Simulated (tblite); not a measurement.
Species: C4H13OPSi2.
Bonds: O1–C2 (double), C2–C3, C3–C4, C4–Si5, C2–C6, C6–Si7, Si7–P8. Hydrogens: H9, H10 on C3; H11, H12 on C4; H13, H14, H15 on Si5; H16, H17 on C6; H18, H19 on Si7; H20, H21 on P8.

Computed with GFN2-xTB (tblite), gas phase: L-BFGS steps from a force-field or distance-geometry start until the largest atomic force falls under 0.01 eV/Å.

At the end of the run (lengths in Å): P8–H21 1.382, P8–H20 1.384, C4–H12 1.091, C4–Si5 1.914, C6–Si7 1.921, C2–C3 1.503, Si7–P8 2.241, C6–Si7–P8 104.8°, O1–C2–C6 122.3°, C2–C6–Si7 106.1°, C3–C2–C6 116.9°, O1–C2–C3–C4 28°, C2–C3–C4–Si5 -45°, O1–C2–C6–Si7 -84°, H16–C6–C2–O1 33°, H9–C3–C2–O1 -91°.

**Question.** These geometries were met on the way; a selection of coordinates is given. Order them by energy above the end point, lowest first.
A. P8–H21 1.390, P8–H20 1.388, C4–H12 1.093, C4–Si5 1.893, C6–Si7 1.923, C2–C3 1.508, Si7–P8 2.251, C6–Si7–P8 109.2°, O1–C2–C6 121.0°, C2–C6–Si7 110.8°, C3–C2–C6 118.4°, O1–C2–C3–C4 -6°, C2–C3–C4–Si5 -60°, O1–C2–C6–Si7 -124°, H16–C6–C2–O1 -3°, H9–C3–C2–O1 -131°
B. P8–H21 1.466, P8–H20 1.451, C4–H12 1.146, C4–Si5 1.871, C6–Si7 1.878, C2–C3 1.491, Si7–P8 2.209, C6–Si7–P8 113.3°, O1–C2–C6 114.4°, C2–C6–Si7 105.1°, C3–C2–C6 123.0°, O1–C2–C3–C4 -5°, C2–C3–C4–Si5 -61°, O1–C2–C6–Si7 -126°, H16–C6–C2–O1 -10°, H9–C3–C2–O1 -128°
C. P8–H21 1.392, P8–H20 1.399, C4–H12 1.071, C4–Si5 1.916, C6–Si7 1.914, C2–C3 1.538, Si7–P8 2.250, C6–Si7–P8 109.7°, O1–C2–C6 120.6°, C2–C6–Si7 107.5°, C3–C2–C6 119.7°, O1–C2–C3–C4 -7°, C2–C3–C4–Si5 -60°, O1–C2–C6–Si7 -123°, H16–C6–C2–O1 -5°, H9–C3–C2–O1 -131°
D. P8–H21 1.383, P8–H20 1.381, C4–H12 1.089, C4–Si5 1.904, C6–Si7 1.910, C2–C3 1.509, Si7–P8 2.240, C6–Si7–P8 108.3°, O1–C2–C6 122.5°, C2–C6–Si7 113.0°, C3–C2–C6 115.1°, O1–C2–C3–C4 -5°, C2–C3–C4–Si5 -61°, O1–C2–C6–Si7 -123°, H16–C6–C2–O1 0°, H9–C3–C2–O1 -128°
E. P8–H21 1.383, P8–H20 1.384, C4–H12 1.091, C4–Si5 1.905, C6–Si7 1.915, C2–C3 1.511, Si7–P8 2.243, C6–Si7–P8 103.6°, O1–C2–C6 122.1°, C2–C6–Si7 110.0°, C3–C2–C6 115.5°, O1–C2–C3–C4 -10°, C2–C3–C4–Si5 -65°, O1–C2–C6–Si7 -84°, H16–C6–C2–O1 34°, H9–C3–C2–O1 -133°

**Answer.** E (0.140 eV), D (0.226 eV), A (0.364 eV), C (0.609 eV), B (1.234 eV).

```tsv
step	E above end (eV)	rms distance from the end, all atoms (Å)	largest force (eV/Å)	rms shift of all bonds from the end (Å)
130	0.140	0.845	0.050	0.006
25	0.226	1.090	0.119	0.008
6	0.364	1.087	0.391	0.011
3	0.609	1.090	1.016	0.015
0	1.234	1.096	3.238	0.034
```

Rows stand in the order of the answer.
